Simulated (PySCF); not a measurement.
Predicted microwave data (wB97X-D/def2-SVPD in PySCF (dipole) on a GFN2-xTB geometry, gas phase) for one isomer of C3H9ClSSi2:

| Quantity | Value |
| --- | --- |
| Rotational constants | A = 1940, B = 851.4, C = 647.1 MHz |
| Dipole components | \|μa\| = 2.34 D, \|μb\| = 2.02 D, \|μc\| = 0.50 D |
| Inertial defect | -73.19 u·Å² |
| κ | -0.68 |

Question: Which structure is it? (One computed conformer of each.)
A. `[CH2:1]=[CH:2][CH2:3][SiH2:4][S:5][SiH2:6][Cl:7]` with C1–C2–C3–Si4 112°, C2–C3–Si4–S5 -71°, C3–Si4–S5–Si6 67°, Si4–S5–Si6–Cl7 31°
B. `[CH3:1]/[CH:2]=[CH:3]/[SiH2:4][S:5][SiH2:6][Cl:7]` with C2–C3–Si4–S5 145°, C3–Si4–S5–Si6 -43°, Si4–S5–Si6–Cl7 -33°
C. `[CH3:1][C@@H:2]1[CH2:3][Si@H:4]([Cl:5])[S:6][SiH2:7]1` with C1–C2–C3–Si4 -172°, C2–C3–Si4–Cl5 152°, C3–Si4–S6–Si7 -6°, Si4–S6–Si7–C2 -15°

Answer: C. It is C[C@@H]1C[Si@H](Cl)S[SiH2]1, an asymmetric top, point group C1. The candidates at the same level (rigid rotor, commonest isotopes):

```
                     SMILES  A (MHz)  B (MHz)  C (MHz)  μa (D)  μb (D)  μc (D)  Δ (u·Å²)  point group           rotor
        C=CC[SiH2]S[SiH2]Cl     1324     1008    757.6    1.09    0.88    0.09   -215.91           C1  asymmetric top
      C/C=C/[SiH2]S[SiH2]Cl     1399    838.3    601.4    2.05    0.74    0.48   -123.89           C1  asymmetric top
C[C@@H]1C[Si@H](Cl)S[SiH2]1     1940    851.4    647.1    2.34    2.02    0.50    -73.19           C1  asymmetric top
```

`C=CC[SiH2]S[SiH2]Cl` has A 32 % too low; `C/C=C/[SiH2]S[SiH2]Cl` has A 28 % too low. No structure here is proved a minimum.
